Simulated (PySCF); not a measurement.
C₃H₇BN₂O, singlet, at a GFN2-xTB geometry. Base run: M062X/6-31G (PySCF).

Input for PySCF:
```python
from pyscf import gto, scf, dft, solvent

mol = gto.M(
    atom='''
B    -0.28815060   -0.29454981    0.78064520
H    -0.47881058   -0.76518549    1.83678655
N     0.98382457   -0.44020935    0.16419041
C     2.11016370   -0.75971609   -0.00883486
O     3.21005899   -1.02482053   -0.26958104
N    -1.27829445    0.40469835    0.11400652
C    -1.11124868    1.00950741   -1.18796953
C    -2.60367372    0.61243769    0.64682380
H    -1.82622663    0.58662075   -1.90049467
H    -1.28208512    2.08908287   -1.13273920
H    -0.10237104    0.82842269   -1.54863028
H    -2.81308743    1.68218000    0.74734433
H    -3.35688488    0.18066789   -0.01992569
H    -2.69041195    0.14472753    1.62358620
''',
    basis='6-31g',
    verbose=3,
)

mf = dft.RKS(mol)
mf.xc = 'm062x'
mf.kernel()
```

The base run was repeated with changes; each row names its change, and settings that it needs were set with it.

```tsv
change	ΔE vs base (kJ/mol)	dipole (D)	HOMO-LUMO gap (eV)
base	0.00	3.83	9.37
model = COSMO; solvent = dichloromethane	-13.14	4.61	9.23
model = ddCOSMO; solvent = dichloromethane	-10.75	4.53	9.26
model = C-PCM; solvent = dichloromethane	[?]	[?]	[?]
model = IEF-PCM; solvent = dichloromethane; lebedev_order = 11	-13.20	4.64	9.23
model = IEF-PCM; solvent = toluene	[?]	[?]	[?]
model = IEF-PCM; solvent = dichloromethane; r_probe = 0.5	-6.17	4.34	9.28
model = IEF-PCM; solvent = acetonitrile	[?]	[?]	9.21
model = IEF-PCM; solvent = n-hexane	-5.87	4.19	9.31
model = IEF-PCM; solvent = dichloromethane; vdw_scale = 1.1	-18.22	4.78	9.21
model = IEF-PCM; solvent = dichloromethane; vdw_scale = 1.0	-25.70	4.94	9.19
model = IEF-PCM; solvent = dichloromethane; vdw_scale = 1.4	-8.15	4.44	9.26
```

**Question.** Fill in the missing entries.

**Answer.** 
- model = C-PCM; solvent = dichloromethane, ΔE vs base (kJ/mol): -13.98
- model = C-PCM; solvent = dichloromethane, dipole (D): 4.67
- model = C-PCM; solvent = dichloromethane, HOMO-LUMO gap (eV): 9.22
- model = IEF-PCM; solvent = toluene, ΔE vs base (kJ/mol): -7.59
- model = IEF-PCM; solvent = toluene, dipole (D): 4.30
- model = IEF-PCM; solvent = toluene, HOMO-LUMO gap (eV): 9.29
- model = IEF-PCM; solvent = acetonitrile, ΔE vs base (kJ/mol): -15.35
- model = IEF-PCM; solvent = acetonitrile, dipole (D): 4.76

The base is the gas phase, so ΔE is the electrostatic part of solvation at a fixed geometry, without cavity and dispersion terms.
